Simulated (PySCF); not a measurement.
Working out the ionisation energy of As⁺

As⁺ [Ar] 3d10 4s2 4p2 (3P) → As²⁺ [Ar] 3d10 4s2 4p1 (2P). All numbers are calculated (PySCF 2.14, scalar relativity by spin-free X2C-1e, in jorge-DZP-DKH). Frozen: [Ar] 3d10. Energies in hartree (1 hartree = 27.21139 eV):

```csv
part,As⁺ (lower),As²⁺ (upper)
UHF,-2258.547142,-2257.887609
CCSD correlation,-0.033786,-0.037025
(T),-0.000209,-0.000144
```

Q: What does Hartree-Fock give?

A: (-2257.887609) − (-2258.547142) = 0.659533 hartree = 17.947 eV.

Q: What do CCSD and CCSD(T) give?

A: The CCSD correlation energies differ by -0.003239 hartree = -0.088 eV and the triples by 0.000065 hartree = 0.002 eV, so CCSD gives 17.859 eV and CCSD(T) 17.861 eV.

Reference: 18.589 eV (measured; NIST Atomic Spectra Database, ionization energies), between the lowest levels; spin-orbit coupling is absent from the calculation.

A double-zeta basis recovers only part of the correlation energy.

What remains against the reference includes basis incompleteness, the frozen core and higher excitations.
